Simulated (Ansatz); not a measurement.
Consider the ligand exchange at the Si–O bond: `[OH][GeH2][SiH](O)O` + H–F → `[OH][GeH2][SiH](O)F` + H₂O.

Program: Ansatz. Geometries: PBE0-D4/def2-TZVP. ΔE: electronic, gas phase. CCSD(T)/CBS adds triple-zeta CCSD(T) − MP2 to the extrapolated MP2 energy (def2 sets, frozen cores). This one scheme is used for every species. Functionals use def2-TZVPP. B3LYP here is the variant with VWN-RPA as its local correlation; programs differ in this. For Ge outer-core shells are correlated without core-valence functions, which leaves a few kJ/mol of doubt a bond. Scalar relativity is left out up to krypton. One conformer a species, not always the lowest.

```csv
level,ΔE (kJ/mol),difference from CCSD(T)/CBS
PBE-D4,-32.2,0.9
r2SCAN-D4,-34.8,-1.7
PBE0-D4,-31.8,1.3
B3LYP-D4,-34.1,-1.0
ωB97X-V,-34.6,-1.5
ωB97M-V,-33.0,0.1
B2PLYP,-35.1,-2.0
PBE,-34.6,-1.5
r2SCAN,-35.4,-2.3
PBE0,-33.9,-0.8
B3LYP,-38.0,-4.9
HF/def2-TZVPP,-42.4,-9.3
MP2/def2-TZVPP,-29.1,4.0
SCS-MP2/def2-TZVPP,-32.7,0.4
CCSD/def2-TZVPP,-33.3,-0.2
CCSD(T)/def2-TZVPP,-31.6,1.5
HF/def2-QZVPP,-44.5,-11.4
MP2/def2-QZVPP,-30.7,2.4
SCS-MP2/def2-QZVPP,-34.3,-1.2
HF/CBS(def2),-44.8,-11.7
MP2/CBS(def2),-30.6,2.5
CCSD/CBS(def2),-34.8,-1.7
CCSD(T)/CBS,-33.1,0
```

Largest T1 diagnostic among the species: 0.012.

In def2-TZVPP, CCSD(T) changes the Hartree–Fock value by +10.8 kJ/mol (the triples alone add +1.7 kJ/mol) and MP2 by +13.3 kJ/mol. The D4 term adds +3.8 kJ/mol with B3LYP and +2.0 kJ/mol with PBE0; it sums over pairs of atoms, weighted by their polarisabilities, and B3LYP, whose exchange is more repulsive, gets the larger term.
